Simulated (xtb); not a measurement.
Zn(H)(NH2) (H3NZn), SMILES [ZnH][NH2]. All values are semi-empirical tight-binding results from xtb (GFN2-xTB unless named), good for trends rather than for accurate numbers. Coordinates come from a GFN2-xTB optimisation.

For metal compounds this method's bond lengths and energies can be far off.

```
Quantity                                      Result
-------------------------------------  -------------
point group as xtb finds it                       Cs
orbital gap                                  5.11 eV
zero-point energy                      17.3 kcal/mol
G − E(el) at 298.15 K (modified RRHO)   1.1 kcal/mol
```
